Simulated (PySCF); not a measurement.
Screening by computed properties: pick the candidate that meets the target.

Each SMILES stands for a single optimised conformer of the isolated species, non-relativistic unless stated; the electronic structure was computed with PySCF and density fitting.

The conformers computed, where there is a choice (atom-mapped SMILES and torsion angles):
- `[CH2:1]=[CH:2]/[CH:3]=[CH:4]\[C:5](=[CH2:6])[CH:7]([F:8])[F:9]`: C1–C2–C3–C4 -172°, C3–C4–C5–C6 -155°, C4–C5–C7–F8 141°
- `[CH3:1][P:2]([CH2:3][PH2:4])[CH:5]1[CH2:6][CH2:7]1`: C1–P2–C3–P4 83°, C1–P2–C5–C6 -95°, H–P4–C3–P2 -48°, H–P4–C3–P2 44°

The conformers of `C[C@@H]1C[C@@H]2C[C@@H]2C1` aren't listed.

(1) Wanted: dipole moment between 2 D and 4 D (B3LYP/def2-SVPD) and electronic spatial extent ⟨r²⟩ about the centre of nuclear charge above 1200 bohr² (B3LYP/def2-SVPD), at GFN2-xTB geometries. Which candidate meets both?
A. `C(/C=C\C=C)(=C)C(F)F`
B. `CP(CP)C1CC1`
C. `N#Cc1ccn([SiH3])c1`
D. `CC#CC(C)(C)C`

(2) Wanted: lowest singlet excitation below 5 eV (TDDFT B3LYP/def2-SVPD) and HOMO energy above -7.1 eV (B3LYP/def2-SVPD), at GFN2-xTB geometries. Which candidate meets both?
A. `C[C@@H]1C[C@H]2[C@H](C2)C1`
B. `CC#CC(C)(C)C`
C. `C=C/C=C\C(=C)C(F)F`
D. `N#Cc1ccn([SiH3])c1`

(3) Wanted: static isotropic polarisability between 97 au and 106 au (B3LYP/def2-SVPD) and lowest triplet excitation (Tamm–Dancoff) below 5.4 eV (TDA B3LYP/def2-SVPD), at GFN2-xTB geometries. Which candidate meets both?
A. `CP(CP)C1CC1`
B. `C[C@@H]1C[C@@H]2C[C@@H]2C1`
C. `C=C/C=C\C(=C)C(F)F`
D. `c1cn([SiH3])cc1C#N`
E. `CC#CC(C)(C)C`

Answers

(1) A. Computed values:
```
             species  dipole moment  electronic spatial extent ⟨r²⟩ about the centre of nuclear charge
        CC#CC(C)(C)C         0.17 D                                                         1031 bohr²
         CP(CP)C1CC1         1.73 D                                                         1497 bohr²
C(/C=C\C=C)(=C)C(F)F         2.21 D                                                         1378 bohr²
  N#Cc1ccn([SiH3])c1         6.52 D                                                         1349 bohr²
```

(2) C. Computed values:
| species | lowest singlet excitation | HOMO energy |
| --- | --- | --- |
| C=C/C=C\C(=C)C(F)F | 4.56 eV | -6.50 eV |
| N#Cc1ccn([SiH3])c1 | 5.37 eV | -6.80 eV |
| CC#CC(C)(C)C | 6.37 eV | -6.91 eV |
| C[C@@H]1C[C@H]2[C@H](C2)C1 | 6.99 eV | -7.35 eV |

(3) C. Computed values:
```
                   species  static isotropic polarisability  lowest triplet excitation (Tamm–Dancoff)
C[C@@H]1C[C@@H]2C[C@@H]2C1                          77.4 au                                   6.88 eV
              CC#CC(C)(C)C                          86.0 au                                   5.61 eV
        c1cn([SiH3])cc1C#N                          95.0 au                                   4.01 eV
        C=C/C=C\C(=C)C(F)F                          99.4 au                                   2.60 eV
               CP(CP)C1CC1                         112.5 au                                   5.28 eV
```
